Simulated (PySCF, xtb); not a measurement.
H₂O₄W, SMILES [O]=[W](=[O])([OH])[OH], multiplicity 1. One conformer was computed; it need not be the lowest.

Harmonic wavenumbers (cm⁻¹) from GFN2-xTB run with xtb at its own minimum, in rising order: 145, 170, 171, 172, 270, 278, 293, 395, 402, 475, 484, 805, 816, 3513, 3515.

Q: What does r2SCAN-D4/def2-SVP in PySCF give at its own minimum? (Estimate from the structure and the level; the computed values follow.)

A: 156, 191, 198, 226, 249, 262, 358, 539, 543, 738, 747, 993, 1025, 3867, 3871. Paired by order, the mean absolute difference is 142 cm⁻¹ and the zero-point energies are 17.0 and 20.0 kcal/mol.
